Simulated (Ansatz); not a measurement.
Harmonic frequencies (cm⁻¹) at PBE0-D4/def2-TZVP from Ansatz: 57, 114, 128, 181, 186, 304, 468, 571, 580, 722, 779, 786, 976, 991, 1348, 1466, 1475, 2287, 3073, 3170, 3172.

Each molecule was computed in one conformer, which needn't be the lowest.

**Question.** Which molecule is it?
A. `C[Si](S)(Cl)Cl`
B. `CS[SiH](Cl)Cl`
C. `S[SiH](Cl)CCl`
D. `C[SiH](O)F`

**Answer.** B.
